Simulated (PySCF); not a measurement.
Adding and removing an electron: MgI

UHF-SCS-MP2; basis Mg x2c-SVPall, I x2c-SVPall; spin-free X2C with a Gaussian nucleus; PySCF 2.14. Neutral (UHF): doublet (σ ↑), Re = 2.616 Å, ωe = 319 cm⁻¹, De = 2.16 eV.

MgI⁺ (RHF): singlet (closed shell), Re = 2.507 Å, ωe = 372 cm⁻¹, De = 2.10 eV to Mg⁺ + I. The energies at the minima are -7311.92549 hartree for MgI and -7311.65676 for MgI⁺.

Task: Work out the adiabatic ionisation energy, without and with harmonic zero-point energies (1 hartree = 27.2114 eV, 1 eV = 8065.5 cm⁻¹), and the change of the bond length.

Result: At SCS-MP2: 0.26873 hartree = 7.313 eV between the minima; the zero-point term (372.0 − 319.0)/2 cm⁻¹ = +0.003 eV makes it 7.316 eV. Re changes by -10.9 pm against the neutral. The electron leaves a σ orbital, and the shorter bond of the ion fits an antibonding orbital, or a change in how ionic the bond is.

Correlated steps freeze 19 core orbitals. Correlated levels converge slowly with the basis: in double zeta they bind strong bonds too weakly, by up to about 1 eV, and carry superposition errors of some tenths. Spin–orbit coupling is left out, which matters for elements this heavy, above all for dissociation energies. For an ion De counts to the pair picked by the measured ionisation energies or electron affinities, which need not be the lowest pair at this level. Where the molecule has an RHF reference, its open-shell atoms are computed with UHF. States were picked by a PBE0 search and need not be the measured ground states.

Neutral and ion stand on different kinds of reference determinant, which adds to the error of the difference.
